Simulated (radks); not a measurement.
Problem. The mean radii <r> (bohr) of the occupied orbitals of an atom or ion are listed with their occupations. Calculated with a radial shooting solver on a logarithmic mesh with Libxc functionals: Dirac Kohn-Sham, Slater X-alpha with alpha = 0.924, spin-unpolarised, spherical densities, finite nucleus; Fermi nuclear charge, rms radius of each element as measured or else 0.836 A^(1/3) + 0.57 fm.

orbital  occ.      <r>
1s1/2       2  0.01833
2s1/2       2  0.07679
2p1/2       2  0.06346
2p3/2       4  0.07141
3s1/2       2   0.1999
3p1/2       2   0.1897
3p3/2       4   0.2044
3d3/2       4   0.1787
3d5/2       6   0.1832
4s1/2       2   0.4474
4p1/2       2   0.4518
4p3/2       4   0.4849
4d3/2       4   0.5002
4d5/2       6   0.5115
5s1/2       2    1.056
5p1/2       2    1.159
5p3/2       4    1.261
4f5/2       6   0.5870
4f7/2       8   0.5960
5d3/2       4    1.828
6s1/2       1    2.852

Name the element and its charge. Open shells, if any, fill j = l - 1/2 first.

Solution. Z = 74, tungsten, charge +1: W+ in [Xe] 4f14 5d4 6s1. The 1s radius gives Z: for a bare nucleus <r> = (2 gamma + 1)/(2Z) with gamma = sqrt(1 - (Z/c)^2), 0.01813 bohr for Z = 74, and screening makes it slightly larger (0.01833 here). The occupations add up to 73, and the charge is Z minus that.
